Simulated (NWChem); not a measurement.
System: CHCl2F; SMILES ClC(Cl)F

Here is an NWChem input.

```
start job
memory heap 200 mb stack 900 mb global 1100 mb
geometry units angstroms
  F     -0.085879     1.523788    -0.470906
  C     -0.035137     0.461241     0.346620
  Cl     1.486060    -0.407515     0.075008
  Cl    -1.425964    -0.588450     0.020589
  H     -0.076432     0.814114     1.383124
end
basis spherical
  * library 6-31g*
end
dft
  xc b3lyp
  iterations 150
end
driver
  maxiter 120
end
task dft optimize
task dft freq
```

Excerpt of the output:

```
             Northwest Computational Chemistry Package (NWChem) 7.3.0
             --------------------------------------------------------

 CS  symmetry detected

                             Geometry "geometry" -> ""
                             -------------------------

 Output coordinates in angstroms (scale by  1.889725989 to convert to a.u.)

  No.       Tag          Charge          X              Y              Z
 ---- ---------------- ---------- -------------- -------------- --------------
    1 F                    9.0000     1.58599610    -0.17230916     0.00000000
    2 C                    6.0000     0.37954553     0.41455254     0.00000000
    3 Cl                  17.0000    -0.50204798    -0.07170457    -1.45907357
    4 Cl                  17.0000    -0.50204798    -0.07170457     1.45907357
    5 H                    1.0000     0.51839329     1.50142257     0.00000000

 Effective nuclear repulsion energy (a.u.)     210.9910016040

      Symmetry information
      --------------------

 Group name             Cs
 Group number              2
 Group order               2
 No. of unique centers     4

                                Z-matrix (autoz)
                                --------

 Units are Angstrom for bonds and degrees for angles

      Type          Name      I     J     K     L     M      Value
      ----------- --------  ----- ----- ----- ----- ----- ----------
    1 Stretch                  1     2                       1.34161
    2 Stretch                  2     3                       1.77272
    3 Stretch                  2     4                       1.77272
    4 Stretch                  2     5                       1.09570
    5 Bend                     1     2     3               109.10018
    6 Bend                     1     2     4               109.10018
    7 Bend                     1     2     5               108.65987
    8 Bend                     3     2     4               110.78638
    9 Bend                     3     2     5               109.57907
   10 Bend                     4     2     5               109.57907

                           NWChem Geometry Optimization
                           ----------------------------

 maximum gradient threshold         (gmax) =   0.000450
 rms gradient threshold             (grms) =   0.000300
 maximum cartesian step threshold   (xmax) =   0.001800
 rms cartesian step threshold       (xrms) =   0.001200
 fixed trust radius                (trust) =   0.300000
 source of zmatrix                         =   autoz

          -------------------
          Energy Minimization
          -------------------

 Using diagonal initial Hessian
 Scaling for Hessian diagonals: bonds = 1.00  angles = 0.25  torsions = 0.10

          --------
          Step   0

                                 NWChem DFT Module
                                 -----------------

 Summary of "ao basis" -> "ao basis" (spherical)
 ------------------------------------------------------------------------------
       Tag                 Description            Shells   Functions and Types
 ---------------- ------------------------------  ------  ---------------------
 F                           6-31g*                  6       14   3s2p1d
 C                           6-31g*                  6       14   3s2p1d
 Cl                          6-31g*                  8       18   4s3p1d
 H                           6-31g*                  2        2   2s

      Symmetry analysis of basis
      --------------------------

        a'         40
        a"         26

            General Information
            -------------------
          SCF calculation type: DFT
          Wavefunction type:  closed shell.
          No. of atoms     :     5
          No. of electrons :    50
           Alpha electrons :    25
            Beta electrons :    25
          Charge           :     0
          Spin multiplicity:     1
          Use of symmetry is: on ; symmetry adaption is: on
          Maximum number of iterations: 150
          AO basis - number of functions:    66
                     number of shells:    30
          Convergence on energy requested:  1.00D-06
          Convergence on density requested:  1.00D-05
          Convergence on gradient requested:  5.00D-04

              XC Information
              --------------
                         B3LYP Method XC Potential
                     Hartree-Fock (Exact) Exchange  0.200
                        Slater Exchange Functional  0.800 local
                    Becke 1988 Exchange Functional  0.720 non-local
              Lee-Yang-Parr Correlation Functional  0.810
                  VWN I RPA Correlation Functional  0.190 local

[...]

      ----------------------
      Optimization converged
      ----------------------

  Step       Energy      Delta E   Gmax     Grms     Xrms     Xmax
  ---- ---------------- -------- -------- -------- -------- --------
@    4   -1058.91421082 -1.5D-07  0.00003  0.00002  0.00024  0.00048
                                     ok       ok       ok       ok

                                Z-matrix (autoz)
                                --------

 Units are Angstrom for bonds and degrees for angles

      Type          Name      I     J     K     L     M      Value     Gradient
      ----------- --------  ----- ----- ----- ----- ----- ---------- ----------
    1 Stretch                  1     2                       1.34446    0.00003
    2 Stretch                  2     3                       1.78960   -0.00000
    3 Stretch                  2     4                       1.78960   -0.00000
    4 Stretch                  2     5                       1.08847    0.00003
    5 Bend                     1     2     3               109.26323    0.00000
    6 Bend                     1     2     4               109.26323    0.00000
    7 Bend                     1     2     5               110.29600    0.00002
    8 Bend                     3     2     4               111.79899   -0.00001
    9 Bend                     3     2     5               108.10289   -0.00001
   10 Bend                     4     2     5               108.10289   -0.00001

                         Geometry "geometry" -> "geometry"
                         ---------------------------------

 Output coordinates in angstroms (scale by  1.889725989 to convert to a.u.)

  No.       Tag          Charge          X              Y              Z
 ---- ---------------- ---------- -------------- -------------- --------------
    1 F                    9.0000     1.59517049    -0.18094555     0.00000000
    2 C                    6.0000     0.38723145     0.40936507     0.00000000
    3 Cl                  17.0000    -0.49940820    -0.06026432    -1.48189175
    4 Cl                  17.0000    -0.49940820    -0.06026432     1.48189175
    5 H                    1.0000     0.49625343     1.49236595     0.00000000

 Effective nuclear repulsion energy (a.u.)     209.1176356755

      Symmetry information
      --------------------

 Group name             Cs
 Group number              2
 Group order               2
 No. of unique centers     4

                Final and change from initial internal coordinates
                --------------------------------------------------

                                Z-matrix (autoz)
                                --------

 Units are Angstrom for bonds and degrees for angles

[...]

 Rotational Constants
 --------------------
 A=   0.231095 cm-1  (  0.332487 K)
 B=   0.106230 cm-1  (  0.152837 K)
 C=   0.076134 cm-1  (  0.109537 K)

 Temperature                      =   298.15K
 frequency scaling parameter      =   1.0000

 Zero-Point correction to Energy  =   13.616 kcal/mol  (  0.021699 au)
 Thermal correction to Energy     =   16.209 kcal/mol  (  0.025830 au)
 Thermal correction to Enthalpy   =   16.801 kcal/mol  (  0.026774 au)

 Total Entropy                    =   70.106 cal/mol-K
   - Translational                =   39.758 cal/mol-K (mol. weight = 101.9439)
   - Rotational                   =   26.248 cal/mol-K (symmetry #  =        1)
   - Vibrational                  =    4.100 cal/mol-K

 Cv (constant volume heat capacity) =   12.606 cal/mol-K
   - Translational                  =    2.979 cal/mol-K
   - Rotational                     =    2.979 cal/mol-K
   - Vibrational                    =    6.648 cal/mol-K

[normal modes left out]

 ----------------------------------------------------------------------------
 Normal Eigenvalue ||           Projected Infra Red Intensities
  Mode   [cm**-1]  || [atomic units] [(debye/angs)**2] [(KM/mol)] [arbitrary]
 ------ ---------- || -------------- ----------------- ---------- -----------
    1       -0.000 ||    0.000883           0.020         0.861       0.206
    2       -0.000 ||    0.000003           0.000         0.003       0.001
    3       -0.000 ||    0.000003           0.000         0.003       0.001
    4        0.000 ||    0.000390           0.009         0.380       0.091
    5        0.000 ||    0.000003           0.000         0.003       0.001
    6        0.000 ||    0.000395           0.009         0.385       0.092
    7      273.724 ||    0.000225           0.005         0.219       0.052
    8      361.240 ||    0.000139           0.003         0.135       0.032
    9      449.865 ||    0.002586           0.060         2.521       0.603
   10      727.176 ||    0.050326           1.161        49.060      11.733
   11      766.159 ||    0.284102           6.554       276.957      66.234
   12     1137.287 ||    0.195196           4.503       190.287      45.507
   13     1284.140 ||    0.073211           1.689        71.370      17.068
   14     1354.675 ||    0.027002           0.623        26.323       6.295
   15     3175.015 ||    0.008947           0.206         8.722       2.086
 ----------------------------------------------------------------------------
```

Level: B3LYP/6-31G* (spherical d).
